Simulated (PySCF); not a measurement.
Compound: C4H10Ge2OSi.
Z-matrix (Å and degrees, PBE0-D3(BJ)/def2-SVP geometry), rows numbered from 1:
```
Ge
Ge  1  2.4241
Si  2  2.3820  1  110.94
C   3  1.8661  2  110.45  1   172.28
C   4  1.3721  3  133.00  2  -126.00
C   5  1.4270  4  106.85  3   178.40
C   6  1.3639  5  105.63  4    -0.19
O   7  1.3433  6  110.60  5     0.02
H   1  1.5406  2  110.11  3    57.81
H   1  1.5405  2  109.85  3   -61.48
H   1  1.5402  2  111.19  3   178.23
H   2  1.5418  1  109.51  3  -121.59
H   2  1.5426  1  109.14  3   120.62
H   3  1.4941  2  110.26  1    54.34
H   3  1.4963  2  108.90  1   -64.94
H   5  1.0883  4  125.89  3    -1.71
H   6  1.0878  5  127.71  4   179.87
H   7  1.0874  6  133.13  5  -179.95
```

Theory: PySCF, TDDFT CAM-B3LYP/def2-SVPD, vertical, gas phase, core orbitals frozen in the response. The CAM-B3LYP/def2-SVPD calculation is non-relativistic and has no spin–orbit coupling, an omission that weighs most on germanium.

Kohn–Sham orbitals with the atoms that hold most of them (Löwdin shares over 4%, at most four atoms; ? is withheld):

| orbital | ε (eV) | atoms |
| --- | --- | --- |
| LUMO+2 | 1.06 | Ge2 23%, Ge1 10%, Si3 9%, O8 8% |
| LUMO+1 | 0.70 | Ge1 33%, Ge2 16%, Si3 10%, H11 8% |
| LUMO | ? | Si3 12%, C4 12%, Ge1 11%, C5 10% |
| HOMO | -7.94 | ? |
| HOMO-1 | -9.18 | ? |
| HOMO-2 | -9.60 | C6 25%, C5 23%, O8 21%, C7 7% |
| HOMO-3 | -9.80 | Ge2 29%, Si3 16%, Ge1 10%, H13 9% |

(1) Give the leading atoms of the HOMO.

(2) Give the leading atoms of the HOMO-1.

(3) What is the LUMO energy, and the HOMO–LUMO gap?

## Answers

(1) C4 (bonded to C, O and Si) 23%; C7 (bonded to C, O and H) 22%; C5 (bonded to 2 C and H) 13%; C6 (bonded to 2 C and H) 12%.

(2) Ge2 (bonded to Ge, Si and 2 H) 28%; Ge1 (bonded to Ge and 3 H) 25%; Si3 (bonded to C, Ge and 2 H) 12%; C4 (bonded to C, O and Si) 8%. By element: germanium 52%, silicon 12%, carbon 8% or more.

(3) ε(LUMO) = 0.44 eV; the gap is 8.39 eV (0.3082 hartree).

Problem. The HOMO–LUMO gap is 8.39 eV. Where does the response calculation put the lowest singlet, and from which orbitals?

Solution. S1 is at 5.67 eV (f = 0.575), 2.72 eV below the gap, made of HOMO→LUMO (86%). Without the coupling terms of the response equations the lowest excitation would equal the gap.

Next come S2 at 6.18 eV (f 0.0049), HOMO→LUMO+1 (49%), HOMO→LUMO+2 (16%), HOMO→LUMO+4 (12%); S3 at 6.54 eV (f 0.012), HOMO→LUMO+2 (56%), HOMO→LUMO+1 (18%), HOMO-1→LUMO+1 (9%); S4 at 6.64 eV (f 0.066), HOMO→LUMO+3 (58%), HOMO→LUMO+5 (9%); S5 at 6.76 eV (f 0.0049), HOMO-2→LUMO (38%), HOMO→LUMO+8 (12%), HOMO→LUMO+10 (11%).

Löwdin shares depend on the basis, the more so with diffuse functions.

Time: 3.8 min of wall time; peak memory 1.4 GiB. Hardware: Arm Neoverse V1, one thread, shared host.

One conformer stands for the species.
